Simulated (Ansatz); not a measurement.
CH4ClFNNb, SMILES `[CH3][Nb](=[NH])([F])[Cl]`, 9 atoms. The species carries charge 0 and has multiplicity 1. Correlated methods include outer-core shells of Nb, which these sets cover unevenly. Nb: def2 effective core potential. All runs use 4 threads of a server CPU on a shared host. Correlated methods freeze the cores.

(1) How many basis functions does each run have, and how long does it take in Ansatz? RHF-CCSD(T)/def2-TZVPP energy; RKS PBE0-D4/def2-SVP energy; RKS ωB97M-V/def2-QZVPP energy; RKS PBE0-D4/def2-TZVP frequencies; direct RPA on PBE orbitals/def2-TZVPP energy; RKS SPW92/def2-TZVPP energy; RKS revPBE-D4/def2-TZVPP energy; RHF-MP2/def2-QZVPP energy; RKS BLYP-D4/def2-TZVPP energy; RKS ωB97M-V/def2-SVP energy; RHF-CCSD(T)/def2-SVP energy; RKS PBE0-D4/def2-TZVP relaxation (6 steps). (Best estimate.)

## Answers

(1) Computed: Other jobs shared the machine, so times are rough.

```csv
level,job,functions,wall time,peak host memory (GiB)
RKS PBE0-D4/def2-SVP,energy,111,2.2 s,0.27
RKS SPW92/def2-TZVPP,energy,247,2.2 s,0.33
RKS revPBE-D4/def2-TZVPP,energy,247,4 s,0.34
RKS BLYP-D4/def2-TZVPP,energy,247,4.1 s,0.34
RKS ωB97M-V/def2-SVP,energy,111,12 s,0.39
direct RPA on PBE orbitals/def2-TZVPP,energy,247,12 s,0.66
RHF-CCSD(T)/def2-SVP,energy,111,19 s,0.67
RHF-MP2/def2-QZVPP,energy,442,34 s,2.4
RKS ωB97M-V/def2-QZVPP,energy,442,35 s,1.9
RKS PBE0-D4/def2-TZVP,relaxation (6 steps),194,40 s,0.52
RKS PBE0-D4/def2-TZVP,frequencies,194,3.8 min,0.52
RHF-CCSD(T)/def2-TZVPP,energy,247,8.3 min,5.9
```
